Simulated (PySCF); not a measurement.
The vertical singlet excitations below were computed for one of the candidates. Level of theory: TDDFT CAM-B3LYP/def2-SVPD, vertical, gas phase, core orbitals frozen in the response (PySCF). Geometries: GFN2-xTB, one conformer each.

| state | E (eV) | f |
| --- | --- | --- |
| S1 | 5.88 | 0.0041 |
| S2 | 6.29 | 0.015 |
| S3 | 6.56 | 0.204 |
| S4 | 6.73 | 0.357 |
| S5 | 7.12 | 0.017 |
| S6 | 7.16 | 0.016 |
| S7 | 7.28 | 0.093 |
| S8 | 7.39 | 0.021 |

Question: Which candidate is it? All have the formula C4H8ClFSi2.
A. `FCC[SiH2]C#C[SiH2]Cl`
B. `C[SiH2]C#C[Si@@](C)(F)Cl`
C. `C=C(F)[C@@H]1[SiH2]C[Si@@H]1Cl`
D. `C=C[Si@@H](Cl)/C(F)=C\[SiH3]`
E. `C(#C[SiH2]F)[Si@H](Cl)CC`

Answer: C. Its S1 lies at 5.88 eV; the nearest of the others has S1 at 5.62 eV. S1 is HOMO→LUMO (76%), HOMO→LUMO+1 (16%). Löwdin shares by element: HOMO carbon 70% or more, fluorine 6% (atoms not listed hold the other 24%); LUMO silicon 35%, carbon 20% or more (atoms not listed hold the other 45%). At the same level the other candidates give, for their lowest levels:
- `CC[Si@@H](Cl)C#C[SiH2]F`: 5.37 eV (f 0.001); 5.79 eV (f 0.005); 5.98 eV (f 0.001); 6.97 eV (f 0.001); 7.43 eV (f 0.171); T1 4.61 eV; HOMO -9.69, LUMO -0.32 eV
- `C=C[Si@@H](Cl)/C(F)=C\[SiH3]`: 6.15 eV (f 0.328); 6.47 eV (f 0.002); 6.88 eV (f 0.016); 6.90 eV (f 0.008); 7.05 eV (f 0.003); T1 3.85 eV; HOMO -9.19, LUMO -0.16 eV
- `C[SiH2]C#C[Si@@](C)(F)Cl`: 5.62 eV (f 0.000); 5.87 eV (f 0.002); 5.89 eV (f 0.002); 7.73 eV (f 0.521); 7.84 eV (f 0.520); T1 4.68 eV; HOMO -9.70, LUMO 0.24 eV
- `FCC[SiH2]C#C[SiH2]Cl`: 5.55 eV (f 0.000); 5.84 eV (f 0.007); 5.90 eV (f 0.000); 7.37 eV (f 0.004); 7.52 eV (f 0.352); T1 4.67 eV; HOMO -9.65, LUMO -0.01 eV

Shape of the structure used: `[CH2:1]=[C:2]([F:3])[C@@H:4]1[SiH2:5][CH2:6][Si@@H:7]1[Cl:8]`: C1–C2–C4–Si5 -138°.
Triplets come from the Tamm–Dancoff approximation.
